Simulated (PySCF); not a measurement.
# [La4O4]4+ at several levels of theory

Computed with PySCF 2.14.0 (density fitting, no spin-orbit coupling) at the geometry relaxed with PBE0:

```xyz
8
[La4O4]4+ (singlet)
La    1.2840    1.2840    1.2840
La    1.2840   -1.2840   -1.2840
La   -1.2840    1.2840   -1.2840
La   -1.2840   -1.2840    1.2840
O     0.9835    0.9835   -0.9835
O     0.9835   -0.9835    0.9835
O    -0.9835    0.9835    0.9835
O    -0.9835   -0.9835   -0.9835
```

```csv
level,basis,state,HOMO (eV),gap (eV),charge on La1 (e),population of f-type functions on La1 (polarisation alone where 4f lies in the core),dipole about the centre of mass (D),largest force component (eV/Å)
PBE0,"La lcecp-1-SVP with ECP46, O def2-SVP",singlet,-23.15,6.77,1.78,0.07,0.00,0.00
PBE0,"La lcecp-1-TZVP with ECP46, O def2-TZVP",singlet,-23.07,6.79,1.96,0.10,0.00,0.20
```

In the lcecp rows the 4f levels are missing from HOMO and gap, and the state counts the valence alone.

Charges are Mulliken's, which hang on the basis. The relaxation used the grid (50, 194), these runs (75, 302) or, all-electron (x2c bases, spin-free X2C Hamiltonian), (99, 590).

Task: Order these levels, in the first row's basis, by the HOMO–LUMO gap they give here, smallest first.
A. revPBE
B. r2SCAN
C. wB97X
D. HF

Result: A (4.55 eV), B (5.06 eV), C (11.14 eV), D (13.67 eV).

Task: And their other results?

Result: 
```
 level    state  HOMO (eV)  gap (eV)  charge on La1 (e)  population of f-type functions on La1 (polarisation alone where 4f lies in the core)  dipole about the centre of mass (D)  largest force component (eV/Å)
r2SCAN  singlet     -21.99      5.06               1.77                                                                                  0.07                                 0.00                            0.19
    HF  singlet     -26.34     13.67               2.07                                                                                  0.06                                 0.00                            0.47
revPBE  singlet     -21.78      4.55               1.68                                                                                  0.07                                 0.00                            0.38
 wB97X  singlet     -25.24     11.14               1.81                                                                                  0.08                                 0.00                            0.19
```

In the first row's basis the gap widens with exact exchange: 4.6 to 5.1 eV for revPBE, r2SCAN (none); 6.8 eV for PBE0 (a fixed share); 11.1 to 13.7 eV for wB97X, Hartree–Fock (rising or full at long range).
